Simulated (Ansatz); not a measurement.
`C[SiH](F)[SiH2]N` + CH₃OH → `CO[SiH](C)F` + `N[SiH3]` at 400 K and 1 bar (cleavage of the Si–Si bond).

Computed with Ansatz on PBE0-D4/def2-TZVP structures; ΔE is electronic, products minus reactants. CBS: MP2 limit from def2 TZ/QZ plus the TZ coupled-cluster correction, frozen cores. This one scheme is used for every species. One conformer a species, not always the lowest.

| species | CCSD(T)/CBS energy (Eh) | H − E (kJ/mol) | S (J/(mol·K)) |
| --- | --- | --- | --- |
| `C[SiH](F)[SiH2]N` | -775.61955 | 282.4 | 430.4 |
| CH₃OH | -115.61712 | 151.2 | 252.6 |
| `CO[SiH](C)F` | -544.48370 | 274.3 | 392.7 |
| `N[SiH3]` | -346.80422 | 153.0 | 285.3 |

H − E and S are ideal-gas, rigid-rotor, harmonic terms from PBE0-D4/def2-TZVP, for one conformer and one mirror image of each species. 1 Eh = 2625.50 kJ/mol, R = 8.31446 J/(mol·K).

By hand: ΔE, ΔH, ΔS and ΔG.

ΔE = (-544.48370) + (-346.80422) − (-775.61955) − (-115.61712) = -0.05125 Eh = -134.6 kJ/mol. Δ(H − E) = 274.3 + 153.0 − 282.4 − 151.2 = -6.3, so ΔH = -140.9 kJ/mol. ΔS = 392.7 + 285.3 − 430.4 − 252.6 = -5.0 J/(mol·K). ΔG = -140.9 − 400 × (-5.0)/1000 = -138.9 kJ/mol.

By hand: the equilibrium constant, and the temperature at which ΔG would vanish if ΔH and ΔS stayed fixed.

log₁₀ K = −ΔG/(RT ln 10) = 18.1. ΔG = 0 at ΔH/ΔS = 28180 K, far beyond where these terms or the molecules hold.

The number of gas molecules stays the same, so ΔS is small and ΔH decides. A doubt of 5 kJ/mol in ΔE shifts log₁₀ K by 0.7 here. Other conformers and mirror images would add mixing entropy, several J/(mol·K) or more a flexible species. Modes under 60 cm⁻¹, often nearly free rotors, make the harmonic entropy too high. These are equilibria of isolated gas molecules and say nothing of rates. Largest T1 diagnostic: 0.011 (customary marks: 0.02 for closed shells, 0.045 for open ones).
